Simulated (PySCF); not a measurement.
**`C[C@@H](Cl)[SiH2]O`, C₂H₇ClOSi**

Cartesian coordinates in Å; atom numbers follow the order of the lines, from 1:
```xyz
12

C     1.5423    0.3787   -0.1760
C     0.2749    1.1933   -0.0391
Cl    0.1424    2.3920   -1.4028
Si   -1.3462    0.2080   -0.1132
O    -2.6316    1.2597   -0.1280
H     1.5382   -0.2150   -1.1026
H     1.6308   -0.3152    0.6761
H     2.4356    1.0213   -0.1856
H     0.2987    1.8087    0.8736
H    -1.2749   -0.6517   -1.3342
H    -1.4940   -0.6368    1.1051
H    -2.5175    1.9929   -0.7444
```

Computed, not measured: PySCF, GIAO HF/aug-pcSseg-1 magnetisability, rotational g tensor and spin-rotation constants, non-relativistic, gas phase. Geometry: PBE0-D3(BJ)/def2-SVP.

(1) What are the magnetisability and the molar susceptibility?

(2) Split it along the inertial axes a, b, c into diamagnetic and paramagnetic parts about the centre of mass, with the quadrupole moment.

(3) And the rotational g tensor?

## Answers

(1) Isotropic -1166 × 10⁻³⁰ J/T², or -70.2 × 10⁻⁶ cm³/mol; principal values -1229, -1176, -1092 × 10⁻³⁰ J/T², anisotropy 120 × 10⁻³⁰ J/T² (root of half the summed squared differences of the principal values). The susceptibility is in cgs units.

(2) 
| axis | χ (10⁻⁶ cm³/mol) | diamagnetic (10⁻⁶ cm³/mol) | paramagnetic (10⁻⁶ cm³/mol) | summed x² of all electrons (Å²) | quadrupole Θ (D Å) |
| --- | --- | --- | --- | --- | --- |
| a | -68.0 | -400.0 | 332.0 | 121.1 | -6.89 |
| b | -73.8 | -595.1 | 521.3 | 75.1 | +5.57 |
| c | -68.9 | -832.5 | 763.6 | 19.2 | +1.32 |

Anisotropies 2χaa − χbb − χcc = +6.7 and 2χbb − χaa − χcc = -10.7 × 10⁻⁶ cm³/mol. Θ is traceless in Buckingham's convention.

(3) 
| axis | rotational constant (GHz) | g | nuclear part | electronic part |
| --- | --- | --- | --- | --- |
| a | 3.9817 | -0.0223 | 0.5988 | -0.6210 |
| b | 2.3335 | -0.0147 | 0.5567 | -0.5715 |
| c | 1.5819 | -0.0118 | 0.5557 | -0.5675 |

Asymmetric top; isotopes 12C, 35Cl, 1H, 16O, 28Si; no vibrational averaging.
